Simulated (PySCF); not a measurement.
C3H8FNSi, SMILES C/C=N/[C@H](F)[SiH3].

Geometry: ωB97X-D3(BJ)/def2-SVP. The structure was generated by enumeration; whether it is a known compound was not checked. Other conformers were not sampled.

Two levels are set side by side: TDDFT-PBE/def2-SVPD (PySCF) and TDDFT-PBE0/def2-SVPD (PySCF). Vertical, same geometry. The lowest singlet is HOMO→LUMO 99 % with PBE and HOMO→LUMO 97 % with the other functional; states are paired by order. Differences are taken from unrounded values.

```csv
quantity,TDDFT-PBE0
lowest singlet excitation (eV),5.52
lowest triplet excitation (TDA) (eV),4.62
first bright state (f over 0.05) (eV),6.74
its oscillator strength,0.40
```

Task: What does TDDFT-PBE give, and how far is it from TDDFT-PBE0? (Estimate from the structure and the level; the computed values follow.)

Result: 
| quantity | TDDFT-PBE | TDDFT-PBE minus TDDFT-PBE0 |
|---|---|---|
| lowest singlet excitation (eV) | 5.22 | -0.30 |
| lowest triplet excitation (TDA) (eV) | 4.54 | -0.08 |
| first bright state (f over 0.05) (eV) | 6.00 | -0.74 |
| its oscillator strength | 0.26 | -0.15 |

A lower first singlet is the usual sign of a functional without exact exchange. Differences between two approximate levels are no errors against the true value.

Rough cost on one machine, each run with all the roots and properties that it gave: TDDFT-PBE0 against TDDFT-PBE about 4 times.
